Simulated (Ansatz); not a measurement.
Two isomers of CH4AlFOSi: A = `F[CH]1[O][Al]1[SiH3]`, B = `[F][Al]1[CH2]O[SiH2]1`.

Computed with Ansatz on PBE0-D4/def2-TZVP structures; ΔE is electronic, products minus reactants. CCSD(T)/CBS is the MP2 limit (def2-TZVPP, def2-QZVPP) plus CCSD(T) − MP2 in def2-TZVPP, frozen cores. Functionals use def2-TZVPP. B3LYP here is the variant with VWN-RPA as its local correlation; programs differ in this.

Question: Which isomer does CCSD(T)/CBS put lower? Give the gap. (An estimate is asked.)

Answer: Ansatz gave: B, by 282.9 kJ/mol.

Question: Give E(B) − E(A) in kJ/mol with r2SCAN-D4, B3LYP-D4, CCSD(T)/def2-TZVPP, CCSD/def2-TZVPP, PBE-D4, B3LYP, MP2/def2-TZVPP. (Best estimate.)

Answer: Computed: r2SCAN-D4 -265.2, B3LYP-D4 -273.3, CCSD(T)/def2-TZVPP -277.5, CCSD/def2-TZVPP -282.0, PBE-D4 -252.8, B3LYP -269.2, MP2/def2-TZVPP -291.7. None reverses the order clearly.

Largest T1 diagnostic: 0.018.

From PBE to PBE0 (25 % exact exchange), in def2-TZVPP and without D4, E(B) − E(A) moves by −15.9 kJ/mol. The D4 term adds −4.1 kJ/mol with B3LYP and −2.1 kJ/mol with PBE0; it sums over pairs of atoms, weighted by their polarisabilities, and B3LYP, whose exchange is more repulsive, gets the larger term.
